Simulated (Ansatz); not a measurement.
CH₇GaGeO at its PBE0-D4/def2-TZVP geometry, where that method's forces vanish. Charge 0, multiplicity 1. The bonds changed during the relaxation, so this is another structure than the one it started from.

```
atom   x (Å)   y (Å)   z (Å)
  C1  -0.987  -2.171   0.140
 Ga2  -1.902  -0.334  -0.007
 Ge3   0.908   2.149  -0.185
  O4   0.288   0.493   0.179
  H5  -0.292  -2.328  -0.696
  H6  -1.705  -2.997   0.124
  H7  -0.414  -2.253   1.073
  H8   1.515   2.131  -1.596
  H9  -0.335   3.027  -0.084
 H10   1.974   2.488   0.867
 H11   0.950  -0.205   0.186
```

Problem. For each bond, give half the difference of the two atoms' forces along it (eV/Å; positive pushes the atoms apart) under PBE-D4, r2SCAN-D4, B3LYP-D4, ωB97M-V in def2-TZVPP. (Best estimate.)

Solution. The calculation gave: 
| bond | length (Å) | PBE-D4 | r2SCAN-D4 | B3LYP-D4 | ωB97M-V |
| --- | --- | --- | --- | --- | --- |
| C1–Ga2 | 2.058 | 0.08 | -0.07 | 0.22 | -0.02 |
| C1–H5 | 1.098 | 0.12 | 0.02 | -0.05 | -0.03 |
| C1–H6 | 1.095 | 0.10 | 0.00 | -0.07 | -0.03 |
| C1–H7 | 1.098 | 0.12 | 0.01 | -0.06 | -0.04 |
| Ge3–O4 | 1.806 | 0.32 | 0.12 | 0.20 | 0.15 |
| Ge3–H8 | 1.536 | 0.02 | -0.05 | -0.03 | -0.09 |
| Ge3–H9 | 1.526 | 0.06 | -0.05 | -0.03 | -0.09 |
| Ge3–H10 | 1.536 | 0.03 | -0.05 | -0.04 | -0.09 |
| O4–H11 | 0.962 | 0.38 | 0.07 | -0.04 | -0.08 |

B3LYP here is the variant with VWN-RPA as its local correlation; programs differ in this.

All numbers were calculated with Ansatz.
